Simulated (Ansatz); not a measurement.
Basis-set series for `CO[SiH2]C#N`. The species carries charge 0 and has multiplicity 1. Geometry: relaxed with PBE0-D4/def2-TZVP. It is one conformer, not always the lowest.

Cartesian coordinates in Å:
```
C 1.533 0.349 0.089
O 0.688 -0.673 -0.404
Si -0.869 -0.860 0.022
C -1.809 0.688 -0.401
N -2.365 1.665 -0.655
H 1.612 0.307 1.180
H 2.524 0.199 -0.341
H 1.166 1.337 -0.204
H -1.430 -1.971 -0.766
H -1.051 -1.041 1.481
```

```csv
functional,basis,functions,energy (Eh),HOMO (eV),LUMO (eV)
PBE0-D4,def2-SVP,99,-498.08956,-8.86,-0.70
PBE0-D4,def2-TZVPP,236,-498.44052,-9.00,-1.00
ωB97M-V,def2-SVP,99,-498.34977,-11.23,1.43
ωB97M-V,def2-TZVPP,236,-498.70996,-11.39,0.97
```

(1) Give the rows for def2-QZVPP. (An estimate is asked.)

Answers

(1) Ansatz gave: 
| functional | basis | functions | energy (Eh) | HOMO (eV) | LUMO (eV) |
| --- | --- | --- | --- | --- | --- |
| PBE0-D4 | def2-QZVPP | 448 | -498.46221 | -9.02 | -1.06 |
| ωB97M-V | def2-QZVPP | 448 | -498.73014 | -11.42 | 0.81 |

Positive LUMOs are unbound and depend on the basis.
